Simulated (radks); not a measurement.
The numbers below are computed, except where a source is named.
Spherical jellium clusters: N electrons in a uniform positive sphere of charge N and radius rs N^(1/3), rs = 4 bohr. Level of theory: non-relativistic Kohn-Sham, LDA (Slater exchange, Perdew-Wang correlation), spin-polarised, spherical densities (a radial shooting solver with Libxc functionals). Levels are named by radial order and angular momentum (1s, 1p, 1d, 2s, ...), and open shells are averaged over m.

N = 19, configuration 1s2 1p6 1d10 2s(up 1, down 0). This is the lowest configuration that the search found. Occupied and some empty levels:

level,occupation,eigenvalue (eV),<r> (bohr)
1s up,1,-5.0702,6.451
1s down,1,-4.9288,6.814
1p up,3,-4.2261,7.853
1p down,3,-4.1714,7.929
1d up,5,-3.2166,8.785
1d down,5,-3.1809,8.793
2s up,1,-2.8722,7.245
2s down,0,-2.5901,7.432
1f up,0,-2.0586,9.621
1f down,0,-2.0249,9.617
2p up,0,-1.5273,9.134
2p down,0,-1.4091,9.434
1g up,0,-0.80415,10.59
1g down,0,-0.76961,10.60

Energy (eV): total -35.7738, kinetic 32.357, external -1089.8, Hartree 538.63, exchange-correlation -69.138, background 552.20.
